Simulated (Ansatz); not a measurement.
`B[TeH]` + `CN[SiH2]Cl` → `BN(C)[SiH2]Cl` + H₂Te  (ligand exchange at a B–Te bond)

Calculated with Ansatz (gas phase, PBE0-D4/def2-TZVP geometries, no zero-point term in ΔE). CCSD(T)/CBS adds triple-zeta CCSD(T) − MP2 to the extrapolated MP2 energy (def2 sets, frozen cores). DFT in def2-TZVPP. Elements past krypton have def2 core potentials. For Te outer-core shells are correlated without core-valence functions, which leaves a few kJ/mol of doubt a bond. Each species was taken in one conformer, which may not be the lowest.

```
             level  ΔE (eV)
          PBE-QIDH    -0.59
SCS-MP2/def2-QZVPP    -0.62
```

What does CCSD(T)/CBS give? (An estimate is asked.)

Ansatz gave: -0.60 eV. The listed levels differ from it by 0.01, -0.02 eV.

Largest T1 diagnostic among the species: 0.015.

Leaving LDA and LC-ωPBE aside and taking each functional with its dispersion term where it has one, the values, not all of them listed here, spread over 0.16 eV, from CAM-B3LYP-D4 to PBE-D4. LDA lies −0.14 eV from PBE without D4. The D4 term adds −0.05 eV with B3LYP and −0.03 eV with PBE0; it sums over pairs of atoms, weighted by their polarisabilities, and B3LYP, whose exchange is more repulsive, gets the larger term.

B3LYP here is the variant with VWN-RPA as its local correlation; programs differ in this.
